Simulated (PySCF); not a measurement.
Compound: C₅H₇F₃Si.
SMILES with atom numbers: `[F:1][CH:2]([F:3])[C:4]1=[CH:5][CH2:6][Si@H:7]([F:8])[CH2:9]1` (hydrogens: H10 on C2; H11 on C5; H12, H13 on C6; H14 on Si7; H15, H16 on C9)

Geometry (PBE0-D3(BJ)/def2-SVP, Å), atoms numbered from 1 in this order:
```xyz
16
C5H7F3Si angstrom
F      2.9055    0.8014    1.1595
C      2.4224   -0.0689    0.2364
F      2.8468   -1.3049    0.5725
C      0.9285    0.0134    0.1948
C      0.1403   -1.0649    0.3334
C     -1.3522   -0.8905    0.2729
Si    -1.5321    0.9476   -0.1023
F     -2.1000    1.1784   -1.6142
C      0.3013    1.3689   -0.0127
H      2.8795    0.1974   -0.7357
H      0.5809   -2.0541    0.4898
H     -1.8325   -1.1909    1.2204
H     -1.8074   -1.5216   -0.5104
H     -2.4253    1.7222    0.8011
H      0.5580    2.0520    0.8144
H      0.6588    1.8537   -0.9386
```

Method: PySCF, PBE0-D3(BJ)/def2-SVP geometry optimisation, gas phase.

Take the most abundant isotopes and a rigid rotor. The values belong to one conformer with, in the numbering `[F:1][CH:2]([F:3])[C:4]1=[CH:5][CH2:6][Si@H:7]([F:8])[CH2:9]1`, F1–C2–C4–C5 -126°.

Problem. What are A, B and C (GHz)?

Solution. Ia = 166.87, Ib = 684.48, Ic = 773.56 u·Å²; 505379 MHz·u·Å²/I gives 3029, 738.3 and 653.3 MHz, that is A = 3.0286, B = 0.7383, C = 0.6533 GHz.

Problem. What kind of rotor is it?

Solution. A near-prolate asymmetric top; Ray's κ = -0.928.

Problem. Is it planar, by Δ = Ic − Ia − Ib?

Solution. Not planar: Δ = Ic − Ia − Ib = -77.78 u·Å². For a rigid frame Δ = −2 Σ m c², so Σ m c² = 38.89 u·Å² lies off the ab plane: 8.39 from hydrogen and 30.50 from heavier atoms. The atom farthest from that plane is 1.62 Å away.

Problem. List the rotational levels J(Ka,Kc) to J = 5 (K).

Solution. Above 0(0,0), as E/k:
J = 1: 1(0,1) 0.067, 1(1,1) 0.177, 1(1,0) 0.181
J = 2: 2(0,2) 0.200, 2(1,2) 0.306, 2(1,1) 0.318, 2(2,1) 0.648, 2(2,0) 0.648
J = 3: 3(0,3) 0.400, 3(1,3) 0.500, 3(1,2) 0.525, 3(2,2) 0.849, 3(2,1) 0.849, 3(3,1) 1.408, 3(3,0) 1.408
J = 4: 4(0,4) 0.666, 4(1,4) 0.759, 4(1,3) 0.800, 4(2,3) 1.116, 4(2,2) 1.117, 4(3,2) 1.676, 4(3,1) 1.676, 4(4,1) 2.459, 4(4,0) 2.459
J = 5: 5(0,5) 0.998, 5(1,5) 1.082, 5(1,4) 1.144, 5(2,4) 1.449, 5(2,3) 1.453, 5(3,3) 2.010, 5(3,2) 2.010, 5(4,2) 2.793, 5(4,1) 2.793, 5(5,1) 3.801, 5(5,0) 3.801
Those of J = 1 are B + C, A + C and A + B.

Problem. Predict some low-J microwave lines.

Solution. The dipole components are |μa| = 0.73 D, |μb| = 0.35 D, |μc| = 0.19 D. The squared components, which scale the intensities, stand as 1.00 : 0.23 : 0.07 (a : b : c). Some lines, for components of 0.1 D or more:

```csv
type,branch,"J(Ka,Kc)",MHz,lower level (cm⁻¹)
b,R,"2(0,2) ← 1(1,1)",491,0.123
b,R,"3(0,3) ← 2(1,2)",1958,0.213
c,Q,"3(1,3) ← 3(0,3)",2088,0.278
b,Q,"3(1,2) ← 3(0,3)",2598,0.278
a,R,"2(1,1) ← 1(1,0)",2868,0.126
b,R,"1(1,1) ← 0(0,0)",3682,0.000
a,R,"3(1,3) ← 2(1,2)",4046,0.213
a,R,"3(0,3) ← 2(0,2)",4166,0.139
a,R,"3(2,1) ← 2(2,0)",4184,0.451
a,R,"3(1,2) ← 2(1,1)",4301,0.221
b,R,"2(1,2) ← 1(0,1)",4989,0.046
c,R,"2(1,1) ← 1(0,1)",5244,0.046
b,Q,"3(2,1) ← 3(1,2)",6756,0.365
b,Q,"3(2,2) ← 3(1,3)",7255,0.348
b,R,"2(2,1) ← 1(1,0)",9739,0.126
c,R,"2(2,0) ← 1(1,0)",9742,0.126
c,R,"2(2,1) ← 1(1,1)",9824,0.123
b,R,"2(2,0) ← 1(1,1)",9827,0.123
c,R,"3(2,1) ← 2(1,1)",11057,0.221
b,Q,"3(3,0) ← 3(2,1)",11654,0.590
```

Problem. Estimate the classical rotational partition function at 10 K, 25 K and 50 K.

Solution. Point group C1, symmetry number σ = 1; q = (√π/σ)·√((kT/h)³/(ABC)), k/h = 20836.6 MHz/K: 4410 at 10 K, 17400 at 25 K, 49300 at 50 K.

Whether it is a minimum is left open (no frequencies). No vibrational averaging or centrifugal distortion is included, and the geometry carries the error of its method.
